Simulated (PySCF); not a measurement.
Al(H)(Cl)(OMe) (CH4AlClO), SMILES C[O][AlH][Cl].

Geometry optimised at PBE-D3(BJ)/def2-SVP. Other conformers were not sampled.

The numbers are results of PBE-D3(BJ)/def2-SVP in PySCF 2.14.0, not measurements.

Frequencies are harmonic and unscaled.

Give all harmonic wavenumbers and intensities. (An estimate is asked for; the answer gives what the named calculation found.)


| mode | ν (cm⁻¹) | IR (km/mol) | moving atoms (share of kinetic energy) |
|---|---|---|---|
| 1 | 84 | 5.1 | C 39 %, Cl 28 %, H 21 % |
| 2 | 92 | 0.0 | H 98 % |
| 3 | 153 | 11.7 | O 55 %, H 21 %, Al 14 %, C 9 % |
| 4 | 261 | 18.5 | O 55 %, Al 21 %, Cl 13 % |
| 5 | 447 | 106.8 | H 80 %, Al 17 % |
| 6 | 500 | 40.8 | Al 45 %, Cl 43 % |
| 7 | 634 | 82.1 | H 86 % |
| 8 | 733 | 154.6 | Al 49 %, O 18 %, C 17 %, H 14 % |
| 9 | 1140 | 43.2 | H 67 %, C 22 %, O 10 % |
| 10 | 1146 | 0.0 | H 76 %, C 19 % |
| 11 | 1200 | 249.1 | O 54 %, C 32 %, H 10 % |
| 12 | 1422 | 1.4 | H 97 % |
| 13 | 1424 | 2.0 | H 95 % |
| 14 | 1428 | 16.8 | H 89 %, C 9 % |
| 15 | 1968 | 106.0 | H 96 % |
| 16 | 2920 | 91.9 | H 97 % |
| 17 | 3000 | 37.2 | H 90 %, C 10 % |
| 18 | 3007 | 32.8 | H 90 %, C 10 % |
